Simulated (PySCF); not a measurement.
# Excited states of Br⁵⁺ (bromine, charge +5)

Ground state [Ar] 3d10 4s2, ¹S. All numbers are calculated (PySCF 2.14, scalar relativity through the core potential, in aug-cc-pVTZ-PP with one added diffuse shell each of s, d, f type with ECP10MDF (7s5p5d3f, 68 functions)). Vertical excitation energies in eV without spin-orbit coupling; excited terms of each kind are numbered among those the solver found. Frozen: 3s2 3p6.

| term | leading excitation | EOM-EE-CCSD |
| --- | --- | --- |
| 1 3P° | 4s → p | 13.150 |
| 1 1P° | 4s → p | 19.008 |
| 1 3D | 4s → d | 37.597 |
| 1 1D | 4s → d | 41.160 |
| 1 3S | 4s → s | 44.202 |
| 1 1S | 4s → s | 45.214 |
| 2 3P° | 4s → p | 50.279 |
| 2 1P° | 4s → p | 50.593 |
| 1 1F° | 4s → f | 53.843 |
| 1 3F° | 4s → f | 56.113 |
| 2 3D | 4s → d | 58.980 |
| 2 1D | 4s → d | 59.297 |

Doubly excited terms such as np² are absent. The solver can miss terms.
